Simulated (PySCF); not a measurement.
A calculated (LDA, PySCF 2.14, def2-TZVPPD, the non-relativistic Hamiltonian (point nucleus)) atom or ion has these occupied shells.

```
shell  electrons  orbital energy (eV)  rms radius, mean of both spins (bohr)
   1s          2              -9408.8                                 0.0592
   2s          2              -1151.4                                  0.249
   2p          6              -1018.8                                  0.221
   3s          2              -145.25                                  0.745
   3p          6              -103.06                                  0.782
   3d         10              -31.466                                   1.01
```

**Question.** Name the element and its charge.

**Answer.** Zn²⁺ (zinc, charge +2), in [Ar] 3d10, closed-shell 1S.
